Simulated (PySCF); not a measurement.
Compound: cyclo-(Cl2SiS)2.
Structure used (PBE0-D3(BJ)/def2-SVP), in Å, numbered top down from 1:
```
atom  x, y, z in Å
Si1    0.025   -0.704   -1.196
Cl2    0.335    0.084   -3.055
Cl3   -0.270   -2.712   -1.417
S4    -1.591    0.243   -0.171
Si5    0.009    0.682    1.175
Cl6   -0.301   -0.101    3.036
Cl7    0.305    2.691    1.392
S8     1.624   -0.268    0.153
```

Method: TDDFT B3LYP/def2-SVPD, vertical, gas phase, core orbitals frozen in the response in PySCF 2.14.0, density-fitted response routines.

Transition dipole moments from the ground state, in atomic units and in the frame of the coordinates above (overall signs are arbitrary), for the states with f of 0.002 or more among the lowest 10:

```tsv
state	E (eV)	μx	μy	μz
S4	5.971	0.046	0.214	-0.126
S5	6.207	0.047	0.223	-0.128
S9	6.654	-0.319	0.050	-0.033
S10	6.716	0.021	0.104	-0.060
```

Task: What oscillator strength does each state have?

Result: f = (2/3) ΔE |μ|² with ΔE in hartree (27.2114 eV).

```csv
state,|μ|² (au),|μ| (D),f
S4,0.064,0.64,0.009
S5,0.068,0.66,0.010
S9,0.105,0.82,0.017
S10,0.015,0.31,0.002
```

Task: What angle do the transition dipoles of S5 and S9 make?

Result: |cos θ| = |μa·μb| / (|μa| |μb|) = 0.00, so θ ≈ 90° (taken between 0 and 90°, since the signs are arbitrary).

Task: How is the summed strength of these states shared among x, y and z?

Result: (2/3) Σ ΔE μα² gives 0.017 for x, 0.016 for y and 0.006 for z, 0.039 in all.

Task: What peak molar absorption coefficient would the strongest computed level give as a lone Gaussian band 0.5 eV wide at half height?

Result: ε(max) = 2.175×10⁸ f / FWHM, with the width in cm⁻¹. S9: 2.175×10⁸ × 0.0172 / 4033 ≈ 930 L mol⁻¹ cm⁻¹.

The vertical ionisation energy (ΔSCF) is 9.89 eV, 3.17 eV above S10.

One conformer stands for the species.
